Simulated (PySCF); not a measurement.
Al(Cl)2(SeH) (AlCl2HSe), SMILES [Cl][Al]([SeH])[Cl].

Geometry: B3LYP-D3(BJ)/def2-SVP. Other conformers were not sampled.

Computed with CAM-B3LYP/def2-TZVP (PySCF).

Symmetry labels are those of the subgroup Cs that the program uses (full group Cs).

Problem. List the valence orbital energies around the gap with their symmetry. (Estimate from the structure and the level; the computed values follow.)

Solution. 
```json
[
 {"orbital": "HOMO−7", "symmetry": "A'", "energy (eV)": "-12.91"},
 {"orbital": "HOMO−6", "symmetry": "A'", "energy (eV)": "-12.24"},
 {"orbital": "HOMO−5", "symmetry": "A'", "energy (eV)": "-11.65"},
 {"orbital": "HOMO−4", "symmetry": "A\"", "energy (eV)": "-11.51"},
 {"orbital": "HOMO−3", "symmetry": "A\"", "energy (eV)": "-11.03"},
 {"orbital": "HOMO−2", "symmetry": "A'", "energy (eV)": "-10.79"},
 {"orbital": "HOMO−1", "symmetry": "A'", "energy (eV)": "-10.33"},
 {"orbital": "HOMO", "symmetry": "A\"", "energy (eV)": "-9.08"},
 {"orbital": "LUMO", "symmetry": "A'", "energy (eV)": "-0.25"},
 {"orbital": "LUMO+1", "symmetry": "A\"", "energy (eV)": "-0.10"},
 {"orbital": "LUMO+2", "symmetry": "A'", "energy (eV)": "0.75"},
 {"orbital": "LUMO+3", "symmetry": "A'", "energy (eV)": "2.22"}
]
```
